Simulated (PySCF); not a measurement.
Atom-mapped SMILES (the numbers label the heavy atoms): `[CH3:1][C:2]([CH3:3])([CH3:4])[c:5]1[o:6][cH:7][p:8][c:9]1[SiH3:10]` (H(Xn): hydrogen on atom n).

Gas phase, single conformer, averaged over atoms made equivalent by symmetry, fast rotation or ring inversion, non-relativistic. Coordinates at the GFN2-xTB level; shielding tensors at PBE0/pcSseg-1 (GIAO); PySCF 2.14.

References, each an isolated molecule treated in the same way: 13C (σref 186.93), 1H (σref 31.72), 29Si (σref 349.16) against TMS; 17O (σref 336.08) vs H2O; 31P (σref 318.38) against H3PO4.

| atoms | nucleus | count | δ (ppm) |
| --- | --- | --- | --- |
| C7 | 13C | 1 | 186.0 |
| P8 | 31P | 1 | 175.0 |
| C1/C3/C4 | 13C | 3 | ? |
| O6 | 17O | 1 | 377.9 |
| C2 | 13C | 1 | 38.8 |
| Si10 | 29Si | 1 | -79.7 |
| H(C7) | 1H | 1 | 8.86 |
| H(Si10) | 1H | 3 | ? |
| C5 | 13C | 1 | 181.6 |
| C9 | 13C | 1 | 120.8 |
| H(C1)/H(C3)/H(C4) | 1H | 9 | ? |

Q: Complete the table.

A: 
- C1/C3/C4: 31.6 ppm, methyl carbon; aliphatic region, no heteroatom directly attached
- H(Si10): 4.81 ppm, hydrogen on a silicon bonded to C
- H(C1)/H(C3)/H(C4): 1.49 ppm, hydrogen on a methyl carbon

Shifts are as computed. Against solution values, carbons near 30 ppm lie about +3 ppm off and those near 130 ppm about +5 ppm. Of 1211 compounds with measured shifts, 218 miss one by over three times the rms of a fit or turn the order of signals round; such compounds aren't used in these exercises. Unscaled 17O shifts of doubly bonded oxygen tend to come out too high, by tens of ppm or more. Experimental scales use liquid or dissolved standards, which lie at an offset from isolated H2O (liquid H2O: subtract about 36 ppm) and H3PO4.
